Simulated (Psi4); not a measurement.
AuCl (SMILES [Cl][Au]), singlet, geometry from GFN2-xTB (such geometries of metal compounds can be far from the true shape) (core potentials on Au). Base run: R2SCAN/def2-SV(P) (Psi4).

Geometry (Å):
```xyz
2

Au     0.0000     0.0000    -0.3961
Cl     0.0000     0.0000     1.8406
```
Charge 0, spin multiplicity 1.
All else is at Psi4's defaults (density fitting).
Base energy -595.81869 Eh.

The base run was repeated with changes; each row names its change, and settings that it needs were set with it.

| change | ΔE vs base (µEh) | SCF cycles | grid points | basis functions | outcome |
|---|---|---|---|---|---|
| base | 0.0 | 8 | 42533 | 43 | converged |
| dft_spherical_points = 590 | -8.6 | 8 | 82393 | 43 | converged |
| guess = sadno | 0.0 | 10 | 42533 | 43 | converged |
| e_convergence = 1e-10 | 0.0 | 10 | 42533 | 43 | converged |
| scf_initial_accelerator = none | 0.0 | 8 | 42533 | 43 | converged |
| dft_spherical_points = 434 | -8.1 | 8 | 61017 | 43 | converged |
| soscf = true | - | - | - | 43 | stopped with an error |
| dft_nuclear_scheme = stratmann | -13.4 | 8 | 40767 | 43 | converged |
| guess = sapgau | 0.0 | 12 | 42533 | 43 | converged |
| scf_initial_accelerator = ediis | 0.0 | 8 | 42533 | 43 | converged |
| dft_radial_points = 99 | 501 | 8 | 55883 | 43 | converged |
| df_basis_scf = def2-universal-jkfit | 0.0 | 8 | 42533 | 43 | converged |
| dft_radial_points = 35 | ? | 8 | 20247 | 43 | converged |

Task: What belongs in the gaps?

Result: 
- dft_radial_points = 35, ΔE vs base (µEh): -2242

- soscf = true: ended with `Fatal Error: Vx: RKS does not support rotated V builds for MGGA's`
